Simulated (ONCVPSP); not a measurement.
# Scattering properties, ONCV potential for cadmium (Cd)

| Item | Value |
| --- | --- |
| Element | cadmium |
| Generator | ONCVPSP 4.0.1 |
| Type | optimised norm-conserving Vanderbilt (ONCV) |
| Functional | PBE |
| Relativity | non-relativistic |
| Frozen core | [Ar] 3d10 |
| Valence charge | 20 |
| Reference configuration | 4s2 4p6 4d10 5s2 |
| Partial waves | 4s+5s: rc 1.35 bohr, ncon 3, nbas 7, qcut 7.7 1/bohr, 2 projectors; 4p: rc 1.60 bohr, ncon 3, nbas 6, qcut 10.3 1/bohr, 2 projectors, debl 2.3 Ha; 4d: rc 1.85 bohr, ncon 4, nbas 9, qcut 7.2 1/bohr, 3 projectors, debl 3.5 Ha |
| Local potential | polynomial inside 0.95 bohr (lpopt 4, dvloc0 0 Ha) |
| Core correction | polynomial model core, fcfact 0.55 |

In the p channel the program set the typed energies aside and used -2.395, 0.250 Ha.

The phase is arctan(r·R′/R) of the radial function R(r), unwrapped; energies in Ha, scanned from -5 to 5 Ha. A pole is an energy at which the radial function vanishes at the test radius. The pseudo phase is shifted by a multiple of π to meet the all-electron one at the reference energy, and phase errors are pseudo minus all-electron; the curves can meet again beyond the range given. Levels narrower than the energy grid can be missing from the lists of poles.

```json
{"channel": "s", "radius (bohr)": "1.37", "reference energy (Ha)": "-0.19", "poles, all-electron": "-2.63", "poles, pseudo": "-2.63", "unbroken range about the reference energy with phases within 0.05 rad": "the whole range", "phase error 1 Ha above the reference energy (rad)": "-0.000"}
{"channel": "p", "radius (bohr)": "1.63", "reference energy (Ha)": "-2.40", "poles, all-electron": "-1.97", "poles, pseudo": "-1.97", "unbroken range about the reference energy with phases within 0.05 rad": "the whole range", "phase error 1 Ha above the reference energy (rad)": "-0.000"}
{"channel": "d", "radius (bohr)": "1.88", "reference energy (Ha)": "-0.46", "poles, all-electron": "-0.03", "poles, pseudo": "-0.03", "unbroken range about the reference energy with phases within 0.05 rad": "the whole range", "phase error 1 Ha above the reference energy (rad)": "-0.000"}
```

Phases in the p channel:

```
E (Ha)  all-electron  pseudo
 -4.96         1.257   1.257
 -4.48         1.212   1.212
 -4.00         1.137   1.137
 -3.52         0.975   0.974
 -3.04         0.375   0.375
 -2.56        -1.112  -1.112
 -2.08        -1.528  -1.528
 -1.60        -1.675  -1.675
 -1.12        -1.767  -1.767
 -0.64        -1.848  -1.848
 -0.16        -1.942  -1.942
  0.32        -2.070  -2.070
  0.80        -2.277  -2.277
  1.28        -2.660  -2.660
  1.76        -3.286  -3.288
  2.24        -3.854  -3.856
  2.72        -4.170  -4.172
  3.20        -4.342  -4.344
  3.68        -4.446  -4.447
  4.16        -4.515  -4.517
  4.64        -4.565  -4.568
```
